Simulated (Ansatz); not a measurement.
`C[B](F)[AlH2]` + `OP[SiH3]` → `O[P]([AlH2])[SiH3]` + `CBF` at 500 K and 1 bar (cleavage of the Al–B bond).

Isolated molecules relaxed with PBE0-D4/def2-TZVP in Ansatz; ΔE leaves out vibrations. CCSD(T)/CBS is the MP2 limit (def2-TZVPP, def2-QZVPP) plus CCSD(T) − MP2 in def2-TZVPP, frozen cores. This one scheme is used for every species. One conformer a species, not always the lowest.

| species | CCSD(T)/CBS energy (Eh) | H − E (kJ/mol) | S (J/(mol·K)) |
| --- | --- | --- | --- |
| `C[B](F)[AlH2]` | -407.68475 | 189.2 | 403.7 |
| `OP[SiH3]` | -708.19371 | 165.3 | 362.4 |
| `O[P]([AlH2])[SiH3]` | -950.80994 | 194.9 | 446.8 |
| `CBF` | -165.10297 | 162.8 | 311.9 |

H − E and S are ideal-gas, rigid-rotor, harmonic terms from PBE0-D4/def2-TZVP, for one conformer and one mirror image of each species. 1 Eh = 2625.50 kJ/mol, R = 8.31446 J/(mol·K).

Task: By hand: ΔE, ΔH, ΔS and ΔG.

Result: ΔE = (-950.80994) + (-165.10297) − (-407.68475) − (-708.19371) = -0.03445 Eh = -90.4 kJ/mol. Δ(H − E) = 194.9 + 162.8 − 189.2 − 165.3 = 3.2, so ΔH = -87.2 kJ/mol. ΔS = 446.8 + 311.9 − 403.7 − 362.4 = -7.4 J/(mol·K). ΔG = -87.2 − 500 × (-7.4)/1000 = -83.5 kJ/mol.

Task: By hand: the equilibrium constant, and the temperature at which ΔG would vanish if ΔH and ΔS stayed fixed.

Result: log₁₀ K = −ΔG/(RT ln 10) = 8.7. ΔG = 0 at ΔH/ΔS = 11784 K, far beyond where these terms or the molecules hold.

The number of gas molecules stays the same, so ΔS is small and ΔH decides. A doubt of 5 kJ/mol in ΔE shifts log₁₀ K by 0.5 here. Other conformers and mirror images would add mixing entropy, several J/(mol·K) or more a flexible species. Modes under 60 cm⁻¹, often nearly free rotors, make the harmonic entropy too high. These are equilibria of isolated gas molecules and say nothing of rates. Largest T1 diagnostic: 0.014 (customary marks: 0.02 for closed shells, 0.045 for open ones).
